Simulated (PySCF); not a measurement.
**Ar(2+): excitation energy**

Ar(2+) [Ne] 3s2 3p4 (3P) → Ar(2+) [Ne] 3s2 3p3 4s1 (5S), as a difference of total energies. All numbers are calculated (PySCF 2.14, the spin-free X2C one-electron Hamiltonian (Gaussian nucleus), in aug-cc-pCVTZ-DK (8s7p5d3f, 75 functions)). Correlated levels: nothing frozen. The calculations carry no spin-orbit coupling.

| method | excitation energy (eV) |
| --- | --- |
| UHF | 20.865 |
| MP2 (all electrons) | 21.218 |
| SCS-MP2 (all electrons) | 21.459 |
| CCSD (all electrons) | 21.357 |
| CCSD(T) (all electrons) | 21.345 |

How much does correlation contribute at CCSD(T) (all electrons)?

21.345 − (20.865) = 0.480 eV, measured against UHF.

A first-order spin-orbit estimate (lowest level to lowest level, LS coupling) adds 0.063 eV.

The promoted electron is Rydberg-like, and one or two diffuse shells describe it only roughly, which tends to raise the upper state.
